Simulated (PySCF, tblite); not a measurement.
C6H5ClO2P2.
Numbering: `[CH3:1][O:2][C:3](=[O:4])[c:5]1[cH:6][p:7][cH:8][p:9][c:10]1[Cl:11]` (hydrogens: H12, H13, H14 on C1; H15 on C6; H16 on C8)

Computed geometry: GFN2-xTB, gas phase.

Some entries are withheld. Bonds in one row agree within 0.01 Å.

```tsv
coordinate	value
C1–O2	1.422 Å
O2–C3	1.333 Å
C3=O4	1.201 Å
C3–C5	1.506 Å
C5–C6	1.384 Å
C6–P7	?
P7–C8	?
C8–P9	1.727 Å
P9–C10	1.747 Å
C10–Cl11	1.738 Å
C5–C10	?
C1–H12, C1–H13, C1–H14	1.090 Å
C6–H15	1.084 Å
C8–H16	1.087 Å
C1–O2–C3	?
O2–C3–O4	124.7°
O2–C3–C5	111.0°
O4–C3–C5	124.3°
C3–C5–C6	?
C3–C5–C10	118.3°
C6–C5–C10	125.9°
C5–C6–P7	128.4°
C6–P7–C8	102.5°
P7–C8–P9	132.7°
C8–P9–C10	101.7°
P9–C10–Cl11	?
C5–C10–P9	128.9°
C5–C10–Cl11	117.8°
```

Estimate the withheld lengths and angles.

- C6–P7 = 1.735 Å, aromatic (ends: aromatic CH carbon; phosphorus bonded to 2 C); 0.07 Å below the sum of covalent radii, 1.80 Å.
- P7–C8 = 1.730 Å, aromatic (ends: phosphorus bonded to 2 C; aromatic CH carbon); 0.07 Å below the sum of covalent radii, 1.80 Å.
- C5–C10 = 1.386 Å, aromatic (substituted aromatic carbon to aromatic C–Cl carbon); 0.07 Å below the sum of covalent radii, 1.46 Å.
- C1–O2–C3 = 116.3°, at the ester single-bonded oxygen; the outer atoms are 2.340 Å apart.
- C3–C5–C6 = 115.8°, at the substituted aromatic carbon; the outer atoms are 2.448 Å apart.
- P9–C10–Cl11 = 113.3°, at the aromatic C–Cl carbon; the outer atoms are 2.912 Å apart.

Radii are Cordero's, carbon taken as 0.76, 0.73 or 0.69 Å for four, three, and two or fewer neighbours.

Its lowest GFN2-xTB frequency is 14 cm⁻¹, too small to tell a flat minimum from a shallow saddle. One conformer, not necessarily the lowest (C1–O2–C3–O4 -2°, O2–C3–C5–C6 112°). 3 starts were optimised and ended at 0.00, 0.06 and 1.09 kcal/mol (GFN2-xTB); the lowest of these is shown.
